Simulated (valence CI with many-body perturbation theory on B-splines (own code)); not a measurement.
**I²²⁺: electric-dipole lines**

Computed by relativistic CI+MBPT: three valence electrons over a frozen Dirac-Fock core [Ar] 3d10, radial functions for each j: 11 s, 11 p, 9 d, 7 f, 5 g, 2 h, 1 i, with the one-electron correlation potential Σ1 (screened to all orders), the two-electron term Σ2, the three-electron term Σ3, Breit, model QED; selected single and double excitations, second order for the rest (own B-spline code, finite nucleus).

No measured levels were compared; by estimate levels hold to about 250 cm⁻¹ or 0.2 % of their energy and the worst to 1 %, as in measured heavy ions of charge 2 to 7; those with d or f electrons hold less well.

Lines 201 to 250 of 266 in falling wavelength, among levels below 1920800 cm⁻¹, chosen from the strongest by gf and those to the six lowest levels. Wavelengths and rates use the calculated energies, so an error of 2000 cm⁻¹ moves a line at 119.5 Å by 0.24 % and its rate by three times that or more. Electric multipoles are in the length gauge, E1 and E2 with the static RPA response of the core. Weak lines are less certain than strong ones. Lines between different terms over intervals too small for the method are left out, as are lines whose strength nearly cancels. Where a level lies close to another of its J and parity, the split of strength between their lines is uncertain. The highest levels of a list are the least certain.

Levels are named by their leading jj configuration (3d3/2^4 stands for four electrons in 3d with j = 3/2), which in mixed levels can hold well under half, so a name can repeat and another be missing. Letters in brackets count levels of one name in rising energy.

```tsv
λ vac (Å)	Upper	Lower	A (s⁻¹)	log gf	Branch %
119.5	(4s^2 4d3/2) J=3/2	(4s^2 4p1/2) J=1/2	1.87e+11	0.20	81.4
119.2	(4s 4p3/2 4d3/2) J=3/2	(4s 4p1/2 4p3/2) J=3/2 [a]	1.14e+11	-0.01	61.3
118.8	(4s 4p3/2 4d3/2) J=5/2 [b]	(4s 4p1/2 4p3/2) J=3/2 [b]	1.94e+11	0.39	79.2
118.2	(4p1/2 4p3/2 4d5/2) J=5/2 [c]	(4p1/2^2 4p3/2) J=3/2	1.06e+11	0.12	43.6
116.1	(4s 4p3/2 4d5/2) J=3/2 [b]	(4s 4p1/2 4p3/2) J=1/2	3.52e+10	-0.55	11.7
116.1	(4s 4p3/2 4d3/2) J=1/2 [b]	(4s 4p1/2 4p3/2) J=3/2 [b]	2.02e+09	-2.09	0.9
116.1	(4s 4p3/2 4d5/2) J=3/2 [a]	(4s 4p1/2 4p3/2) J=5/2	1.97e+08	-2.80	0.1
115.6	(4p3/2^2 4d5/2) J=1/2	(4p1/2 4p3/2^2) J=3/2	4.54e+10	-0.74	18.5
115.3	(4s 4p3/2 4d5/2) J=5/2 [a]	(4s 4p1/2 4p3/2) J=3/2 [a]	4.83e+08	-2.24	0.4
114.2	(4s 4p3/2 4d5/2) J=1/2	(4s 4p1/2 4p3/2) J=3/2 [b]	5.87e+09	-1.64	2.5
113.8	(4s 4p3/2 4d5/2) J=7/2 [b]	(4s 4p1/2 4p3/2) J=5/2	2.79e+10	-0.36	32.2
112.3	(4s 4p1/2 4d5/2) J=3/2	(4s 4p1/2^2) J=1/2	3.05e+10	-0.64	16.4
112.0	(4s 4p3/2 4d5/2) J=3/2 [b]	(4s 4p1/2 4p3/2) J=3/2 [b]	1.45e+10	-0.96	4.8
111.9	(4s 4p3/2 4d5/2) J=3/2 [c]	(4s 4p1/2 4p3/2) J=3/2 [b]	3.45e+09	-1.59	1.4
111.8	(4s 4p3/2 4d5/2) J=3/2 [a]	(4s 4p1/2 4p3/2) J=3/2 [a]	1.51e+09	-1.95	0.6
111.3	(4s 4p3/2 4d3/2) J=5/2 [b]	(4s 4p1/2 4p3/2) J=5/2	1.01e+08	-2.95	0.0
111.2	(4s 4p3/2 4d5/2) J=7/2 [c]	(4s 4p1/2 4p3/2) J=5/2	2.26e+10	-0.47	10.4
111.0	(4s 4p3/2 4d5/2) J=5/2 [b]	(4s 4p1/2 4p3/2) J=3/2 [b]	1.23e+09	-1.87	0.4
109.1	(4s 4p3/2 4d3/2) J=1/2 [a]	(4s 4p1/2^2) J=1/2	1.59e+07	-4.25	0.0
108.6	(4s 4p3/2 4d3/2) J=3/2	(4s 4p1/2^2) J=1/2	5.54e+08	-2.41	0.3
107.4	(4s 4p3/2 4d3/2) J=5/2 [b]	(4s 4p1/2 4p3/2) J=3/2 [a]	7.12e+08	-2.13	0.3
105.3	(4s 4p3/2 4d5/2) J=3/2 [b]	(4s 4p1/2 4p3/2) J=5/2	5.02e+08	-2.48	0.2
105.3	(4s 4p3/2 4d5/2) J=3/2 [c]	(4s 4p1/2 4p3/2) J=5/2	3.08e+05	-5.69	0.0
105.2	(4s 4p3/2 4d3/2) J=1/2 [b]	(4s 4p1/2 4p3/2) J=3/2 [a]	5.96e+08	-2.70	0.3
104.5	(4s 4p3/2 4d5/2) J=5/2 [b]	(4s 4p1/2 4p3/2) J=5/2	2.07e+09	-1.69	0.6
103.6	(4s 4p3/2 4d5/2) J=1/2	(4s 4p1/2 4p3/2) J=3/2 [a]	4.33e+08	-2.86	0.2
102.5	(4s 4p3/2 4d5/2) J=3/2 [a]	(4s 4p1/2^2) J=1/2	4.75e+09	-1.52	2.0
101.8	(4s 4p3/2 4d5/2) J=3/2 [b]	(4s 4p1/2 4p3/2) J=3/2 [a]	2.28e+08	-2.85	0.1
101.7	(4s 4p3/2 4d5/2) J=3/2 [c]	(4s 4p1/2 4p3/2) J=3/2 [a]	1.39e+09	-2.06	0.5
101.0	(4s 4p3/2 4d5/2) J=5/2 [b]	(4s 4p1/2 4p3/2) J=3/2 [a]	1.27e+09	-1.93	0.4
96.90	(4s 4p3/2 4d3/2) J=1/2 [b]	(4s 4p1/2^2) J=1/2	5.77e+08	-2.79	0.2
95.55	(4s 4p3/2 4d5/2) J=1/2	(4s 4p1/2^2) J=1/2	1.14e+09	-2.50	0.5
95.07	(4s^2 4f5/2) J=5/2	(4s 4p1/2 4p3/2) J=3/2 [b]	4.64e+09	-1.42	1.8
94.01	(4s 4p3/2 4d5/2) J=3/2 [b]	(4s 4p1/2^2) J=1/2	6.50e+06	-4.46	0.0
93.96	(4s 4p3/2 4d5/2) J=3/2 [c]	(4s 4p1/2^2) J=1/2	5.21e+08	-2.56	0.2
90.24	(4s^2 4f5/2) J=5/2	(4s 4p1/2 4p3/2) J=5/2	8.24e+07	-3.22	0.0
90.16	(4s^2 4f7/2) J=7/2	(4s 4p1/2 4p3/2) J=5/2	1.54e+09	-1.82	0.7
87.64	(4s^2 4f5/2) J=5/2	(4s 4p1/2 4p3/2) J=3/2 [a]	1.51e+08	-2.98	0.1
67.50	(4p1/2^2 4d3/2) J=3/2	(4s^2 4p3/2) J=3/2	1.39e+06	-5.42	0.0
65.85	(4p1/2^2 4d5/2) J=5/2	(4s^2 4p3/2) J=3/2	1.46e+07	-4.24	0.0
63.98	(4p1/2 4p3/2 4d3/2) J=5/2	(4s^2 4p3/2) J=3/2	4.34e+05	-5.80	0.0
63.37	(4p1/2 4p3/2 4d3/2) J=3/2 [a]	(4s^2 4p3/2) J=3/2	1.39e+06	-5.47	0.0
63.24	(4p1/2 4p3/2 4d3/2) J=1/2 [a]	(4s^2 4p3/2) J=3/2	2.23e+05	-6.57	0.0
62.24	(4p1/2^2 4d3/2) J=3/2	(4s^2 4p1/2) J=1/2	4.80e+07	-3.95	0.1
61.69	(4p1/2 4p3/2 4d5/2) J=3/2 [a]	(4s^2 4p3/2) J=3/2	3.69e+06	-5.07	0.0
61.65	(4p1/2 4p3/2 4d5/2) J=5/2 [a]	(4s^2 4p3/2) J=3/2	1.84e+06	-5.20	0.0
60.57	(4p1/2 4p3/2 4d5/2) J=5/2 [b]	(4s^2 4p3/2) J=3/2	2.51e+07	-4.08	0.0
60.44	(4p1/2 4p3/2 4d3/2) J=3/2 [b]	(4s^2 4p3/2) J=3/2	2.86e+07	-4.20	0.0
60.29	(4p1/2 4p3/2 4d3/2) J=1/2 [b]	(4s^2 4p3/2) J=3/2	6.56e+07	-4.15	0.0
59.51	(4p1/2 4p3/2 4d5/2) J=5/2 [c]	(4s^2 4p3/2) J=3/2	1.75e+07	-4.25	0.0
```
